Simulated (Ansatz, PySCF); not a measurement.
diglyme (C₆H₁₄O₃), SMILES C(COC)OCCOC.

Geometry optimised at PBE-D3(BJ)/def2-SVP. One conformer was computed; it need not be the lowest.

Vertical ionisation energy (IE) and electron affinity (EA) in eV. Rows of orbital energies are one-electron estimates. Where ΔSCF, EOM or ADC give a negative EA the extra electron is unbound and the value depends on the basis.

```csv
level,IE,EA
"−ε(HOMO), −ε(LUMO), B3LYP/def2-SVP (PySCF)",6.70,-1.54
"−ε(HOMO), −ε(LUMO), PBE/def2-SVP (PySCF)",5.36,-0.96
"ΔSCF, CAM-B3LYP/def2-SVPD (Ansatz), final states of multiplicity 2 and 2",9.36,-1.85
"ΔSCF, PBE/def2-SVPD (Ansatz), final states of multiplicity 2 and 2",8.11,-1.37
```

### Question
What vertical singlet–triplet gap does ΔSCF give with CAM-B3LYP/def2-SVPD (Ansatz, a first-principles code) and with PBE/def2-SVPD (Ansatz)? (Estimate from the structure and the level; the computed values follow.)

### Answer
7.15 and 5.98 eV (triplet above singlet where positive).
